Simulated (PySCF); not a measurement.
# Orbital picture of Cs₂

PBE at R = 4.768 Å; basis Cs def2-SVP with ECP46; scalar-relativistic core potentials; PySCF 2.14. State: ¹Σg⁺ (singlet), closed shell. Only the outer orbitals are listed.

```csv
orbital,occ.,ε (eV),main shells (%)
σg,2,-13.36,100 p
πu,2,-13.35,100 p
πu,2,-13.35,100 p
πg,2,-13.33,100 p
πg,2,-13.33,100 p
σu,2,-13.24,100 p
σg,2,-2.30,95 s
σu,0,-1.53,100 s
πu,0,-0.87,"85 p, 15 d"
πu,0,-0.87,"85 p, 15 d"
```

Q: Which are the highest filled and the lowest empty level, where do they sit, and how wide is the gap?

A: Highest filled σg at -2.30 eV (in %: 95 s); lowest empty σu at -1.53 eV (in %: 100 s); the gap at PBE is 0.77 eV.

```json
{
 "bond order (Mayer)": "1.00",
 "⟨S²⟩": "0.000",
 "polarisability along the bond": "1003.7 bohr³",
 "polarisability across the bond": "525.5 bohr³"
}
```

Closed-shell solutions of metal pairs were not tested for spin polarisation, which can lower them a little. Spin–orbit coupling is left out.
